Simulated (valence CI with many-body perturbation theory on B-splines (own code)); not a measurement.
The numbers below are computed, except where a source is named.
Sensitivity of CI+MBPT for Tc4+

Level of theory: configuration interaction combined with many-body perturbation theory (CI+MBPT): three valence electrons over a frozen Dirac-Fock core [Kr], a basis of 6 s, 6 p, 5 d, 5 f, 1 g functions for each j, with the one-electron correlation potential Σ1 (screened to all orders), the two-electron term Σ2, the three-electron term Σ3, Breit, model QED; selected single and double excitations, second order for the rest, scaled by the run's own slope (own B-spline code, finite nucleus).

No measured spectrum was set against this ion. As an estimate, terms of the open shell hold to 2 to 4 % of their energy, and close levels can change places; different configurations can be misplaced against each other by 1,000 to 8,000 cm⁻¹. Only levels of the ground parity were solved; by the run's estimate the other parity begins above the list, which can be wrong where configurations are misplaced.

The reference run has the lowest level 4d3 4F_3/2 and an ionisation energy of 57.2294 eV. Its largest variational space holds 5401 state functions.

Names give the largest LS component (configuration and term), which can be under half, so a name can repeat, a term be missing and a line seem to break the LS rules; names also repeat where a configuration has a term twice. Letters in brackets count levels of one name in rising energy.

Changed runs:
A. scale of Σ1 1 → 0
B. shift of the energy in Σ1 (hartree) 0 → 0.544
C. size limit of the variational space 10000 → 6000; highest l with Σ1, explicit Σ2 and valence Breit (higher l get mean screening factors) 3 → 2
D. correlating orbitals by l 3 3 3 3 1 → 2 2 1 1 0; natural orbitals for correlation on → off (bad on purpose)

Excitation energies of the reference run in cm⁻¹, and shifts in cm⁻¹:

```
                 Level  Reference        A        B        C        D
            4d3 4F_5/2       1087      -98     +2.4     +0.1      -16
            4d3 4F_7/2       2432     -208     +5.5     +3.5      -16
            4d3 4F_9/2       3925     -316     +9.0      +11     +5.6
            4d3 4P_3/2      12725     -186      +34     +177    +1050
            4d3 4P_1/2      12730     -215      +33     +161     +951
            4d3 2G_7/2      14025     -316      +39     +271    +1240
            4d3 4P_5/2      14454     -361      +36     +161     +921
            4d3 2G_9/2      14830     -335      +39     +270    +1238
        4d3 2D_3/2 [a]      17914     -360      +60     +383    +1973
            4d3 2P_1/2      18471     -451      +65     +313    +1982
            4d3 2H_9/2      19060     -510      +46     +297    +1313
           4d3 2H_11/2      19322     -467      +45     +297    +1333
Ionisation energy (eV)    57.2294  -1.5242  +0.2804  -0.0306  -0.0158
```
